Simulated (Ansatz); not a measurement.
Reaction (ligand exchange at the Si–O bond): `F[SiH2]O[SiH](F)F` + `C=C(S)S` → `C=C(S)S[SiH2]F` + `O[SiH](F)F`

Gas-phase electronic energies from Ansatz, PBE0-D4/def2-TZVP geometries. CCSD(T)/CBS is the MP2 limit (def2-TZVPP, def2-QZVPP) plus CCSD(T) − MP2 in def2-TZVPP, frozen cores. Functionals use def2-TZVPP. Each species was taken in one conformer, which may not be the lowest.

```
            species  r2SCAN energy (Eh)
`F[SiH2]O[SiH](F)F`          -955.83553
          `C=C(S)S`          -874.92671
   `C=C(S)S[SiH2]F`         -1264.94513
       `O[SiH](F)F`          -565.79393
```

Task: Work out ΔE.

Result: ΔE = (-1264.94513) + (-565.79393) − (-955.83553) − (-874.92671) = 0.02318 Eh = +14.5 kcal/mol. CCSD(T)/CBS gives +14.9 kcal/mol.

Largest T1 diagnostic among the species: 0.013.

The D4 term adds −1.7 kcal/mol with B3LYP and −0.9 kcal/mol with PBE0; it sums over pairs of atoms, weighted by their polarisabilities, and B3LYP, whose exchange is more repulsive, gets the larger term. In def2-TZVPP, CCSD(T) changes the Hartree–Fock value by −5.9 kcal/mol (the triples alone add −1.2 kcal/mol) and MP2 by −6.9 kcal/mol. From PBE to PBE0 (25 % exact exchange), in def2-TZVPP and without D4, ΔE moves by +1.4 kcal/mol.

B3LYP here is the variant with VWN-RPA as its local correlation; programs differ in this.
